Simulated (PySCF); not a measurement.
C3H5AlClF.
Cartesian coordinates in Å at the PBE0-D3(BJ)/def2-SVP level; atoms count from 1:
```xyz
11
C3H5AlClF angstrom
C     -1.8830   -0.0962   -0.4762
C     -0.7538   -0.6584   -0.0370
C      0.2673   -0.0002    0.8275
Al     1.8991    0.4749   -0.1204
F      3.2267    1.0039    0.7280
Cl     2.1064    0.3636   -2.1976
H     -2.5677   -0.6379   -1.1328
H     -2.1619    0.9255   -0.1969
H     -0.5296   -1.6851   -0.3547
H     -0.1247    0.9339    1.2694
H      0.5670   -0.6417    1.6757
```

Level of theory: PBE0-D3(BJ)/def2-SVP geometry optimisation, gas phase (PySCF).

(1) Which atoms are bound to Al4, and at what distances?

(2) List the angles at Al4.

(3) What is the shape at Al4?

(4) What are the other bond lengths?

(5) Give some angles away from the centre.

(6) What are the rotational constants (commonest isotopes, rigid rotor)?

## Answers

(1) 3 atoms: F5 1.662 Å, C3 1.946 Å, Cl6 2.091 Å. The nearest atom not counted as bound is H10, at 2.50 Å (others tie with it).

(2) 
```csv
angle,degrees,distance of the outer atoms (Å)
C3–Al4–Cl6,123.7,3.56
C3–Al4–F5,119.9,3.13
F5–Al4–Cl6,116.4,3.20
```

(3) Planar: angles 123.7°, 119.9° and 116.4°, sum 360.0°, 0.00 Å off the plane of its three neighbours.

(4) C1=C2 1.336 Å; C2–C3 1.491 Å; C1–H7 1.092 Å; C1–H8 1.095 Å; C2–H9 1.098 Å; C3–H10, C3–H11 1.105 Å.

(5) C1–C2–C3 125.7°, C2–C3–Al4 113.6°.

(6) A = 2924, B = 1424, C = 997.7 MHz: an asymmetric top.

Point group: C1 (no symmetry element, even within 0.4 Å). Charge 0, singlet. No PBE0-D3(BJ)/def2-SVP frequencies stand behind this structure, so it isn't proved a minimum.

One conformer stands for the species.
